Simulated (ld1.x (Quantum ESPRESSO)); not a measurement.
# Ga (Z = 31): excitation energies, all-electron against ultrasoft

ld1.x (Quantum ESPRESSO) 7.5 input, shortened:

```
&input
   title='Ga', zed=31., rel=1, dft='PBE', iswitch=3,
   config='[Ar] 3d10 4s2 4p0.75 4d-2'
 /
 &inputp
   pseudotype=3, tm=.true., lloc=-2, rcloc=1.60,
   nlcc=.true., new_core_ps=.true.
 /
5
4S  1  0   2.00   0.00  1.50  1.90  0.0
4S  1  0   0.00   0.60  1.50  1.90  0.0
4P  2  1   0.75   0.00  1.65  2.15  0.0
4P  2  1   0.00   0.70  1.65  2.15  0.0
4D  3  2  -2.00   0.20  1.80  2.05  0.0
 &test
   configts(1)='4s2 4p0.75'
 /
```

Energies are relative to the spin-unpolarised reference configuration 4s2 4p0.75; without spin polarisation the order of configurations can differ from experiment.

```tsv
valence configuration	charge	ΔE all-electron (eV)	error AE − PS (meV)
4s2 4p0	+1	4.863	-8.7
4s1 4p0	+2	25.991	-172
4s0 4p3	0	12.546	-63
4s2 4p1.3	-0.3	-1.359	-0.8
4s1 4p1	+1	12.236	-45
4s1 4p2	0	5.713	-15
```

(1) What are ΔE and the potential's error for 4s2 4p1?

Results:

(1) ΔE = -0.825 eV all-electron; the error (AE − PS) is -0.2 meV.
